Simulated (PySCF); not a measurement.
# Worked example: oscillator strength and radiative lifetime

CH3F3Si, SMILES FC[SiH](F)F.

Geometry optimised at ωB97X-D3(BJ)/def2-SVP. The values are those of a single conformer.

TDDFT-PBE/def2-SVPD run with PySCF 2.14.0 puts the first singlet state with f over 0.02 at 7.72 eV (vertical), with the transition dipole (-0.355, -0.324, 0.000) in atomic units.

Task: Find the oscillator strength, the wavelength and the radiative lifetime that this transition would have in vacuum if emission retraced absorption.

Result: 
|μ|² = 0.2310 au, so |μ| = 1.22 D. ΔE = 7.72/27.211 = 0.2837 hartree. f = (2/3) ΔE |μ|² = 0.044 (the program prints 0.044).
λ = 1239.84/7.72 = 161 nm; ν = 62266 cm⁻¹.
Einstein's coefficient A = 0.6670 ν² f s⁻¹ (ν in cm⁻¹) = 1.1e8 s⁻¹, so τ = 1/A = 8.9 ns. This state is S4; the lower singlets have f = 0.005, 0.000, 0.000. The figure is the radiative limit of this one transition; relaxation, internal conversion, crossing to triplets and a medium change what is measured.
